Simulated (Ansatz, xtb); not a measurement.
**Two isomers of C2H6FNSi2**

Structure a is `C#C[SiH2]N[SiH2]F`, a singlet and structure b is `C#CN([SiH3])[SiH2]F`, a singlet. Both are isolated molecules in the gas phase, relaxed with r2SCAN-D4/def2-SVP, each in the lowest conformer that the search found.

Task: Which of the two would you expect CCSD(T)/def2-SVP + ΔMP2/def2-TZVPP electronic energies to favour?

Result: Structure a; the calculation gives E(b) − E(a) = +100.6 kJ/mol.

The same difference at several levels:

| level | geometry | E(b) − E(a) (kJ/mol) | departure from the last row (kJ/mol) | job, with rough time for the two |
| --- | --- | --- | --- | --- |
| r2SCAN-D4/def2-SVP | r2SCAN-D4/def2-SVP | +78.3 | −22.3 | optimisation, 2.1 min |
| HF/def2-SVP | r2SCAN-D4/def2-SVP | +88.5 | −12.1 | part of the CCSD(T) run |
| MP2/def2-SVP | r2SCAN-D4/def2-SVP | +82.7 | −18.0 | part of the CCSD(T) run |
| CCSD(T)/def2-SVP | r2SCAN-D4/def2-SVP | +81.4 | −19.3 | single point |
| CCSD(T)/def2-SVP + ΔMP2/def2-TZVPP | r2SCAN-D4/def2-SVP | +100.6 |  | single point, 38 s |

As drawn, b has 1 C–N, 1 Si–H in place of 1 C–Si, 1 N–H.

The levels shown agree on the order. The largest departure from CCSD(T)/def2-SVP + ΔMP2/def2-TZVPP is that of r2SCAN-D4/def2-SVP, 22.3 kJ/mol. Levels run at GFN2-xTB geometries aren't shown. The last row adds to CCSD(T) the change of the MP2 difference between the two basis sets, here +19.3 kJ/mol, a large step that makes the value less sure.

With thermal terms from frequencies at re-optimised GFN2-xTB minima (ideal gas, soft modes damped towards free rotors, one conformer each, 298.15 K, 1 atm): the zero-point term adds −5.9 kJ/mol; ΔH is +94.8 and ΔG +94.6 kJ/mol.

The correlated steps freeze 14 core orbitals. Codes used: Ansatz 0.2.0, xtb 6.7.1; the last row on 2 threads of Intel(R) Xeon(R) Platinum 8375C CPU @ 2.90GHz (Ice Lake) on a shared host.
